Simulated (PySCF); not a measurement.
# How methods differ on the ionisation energy of Re⁺

Re⁺ [Xe] 4f14 5d5 6s1 (7S) → Re²⁺ [Xe] 4f14 5d5 (6S), as a difference of total energies. Computed with PySCF 2.14 in ANO-RCC-VTZP, with the spin-free X2C one-electron Hamiltonian (Gaussian nucleus). Correlated levels: valence: [Xe] 4f14 frozen. The calculations carry no spin-orbit coupling.

| method | ionisation energy (eV) |
| --- | --- |
| UHF | 15.756 |
| MP2 (valence) | 16.322 |
| SCS-MP2 (valence) | 15.944 |
| CCSD (valence) | 16.353 |
| CCSD(T) (valence) | 16.369 |

Q: How much does correlation contribute at CCSD(T) (valence)?

A: 16.369 − (15.756) = 0.613 eV, measured against UHF.

Errors of the correlated levels include the incompleteness of this basis and the frozen core.

For comparison: 16.6 ± 0.5 eV (semi-empirical (NIST evaluation); NIST Atomic Spectra Database, ionization energies).
